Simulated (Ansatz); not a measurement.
```yaml
crystal:
  periodic: [false, false, false]
  atoms:
    - {symbol: C, position_ang: [-0.622971, 0.068683, -0.457442]}
    - {symbol: C, position_ang: [0.372872, 0.151343, 0.404444]}
    - {symbol: I, position_ang: [1.844549, -1.301734, 0.608640]}
    - {symbol: H, position_ang: [-0.748788, -0.771198, -1.129510]}
    - {symbol: H, position_ang: [-1.355588, 0.868169, -0.507335]}
    - {symbol: H, position_ang: [0.509916, 0.984727, 1.081203]}
basis:
  gaussian: {orbitals: STO-3G}
hamiltonian: {xc: {name: wB97X-D}}
```

```sh
$ ansatz run in.yaml --threads 4 --pin off --events-out ev --progress --plain --max-ram 10444MiB
```

Shortened log:

```
Error: YAML parse error: error: line 12 column 19: hamiltonian.xc: no functional is named "wB97X-D"; the names, which are not case-sensitive, are SVWN5, SPW92, PBE, PBE0, PBEsol, revPBE, revPBE0, RPBE, rPW86-PBE, HSE06, wPBEh, LC-wPBE, HISS, HF, BLYP, B3LYP, B3LYP5, BHLYP, CAM-B3LYP, r2SCAN, r2SCANh, r2SCAN0, r2SCAN50, m-r2SCAN, B97, wB97, wB97X, wB97X-V, B97M-V, wB97M-V, B2PLYP, B2GP-PLYP, PBE0-DH, PBE-QIDH
10 | basis:
11 |   gaussian: {orbitals: STO-3G}
12 | hamiltonian: {xc: {name: wB97X-D}}
```

(1) Something in this input is off. What?

## Answers

(1) The method's name isn't one that the program takes here. The input was rejected before any iteration.

HSE06 is defined as in plane-wave codes.
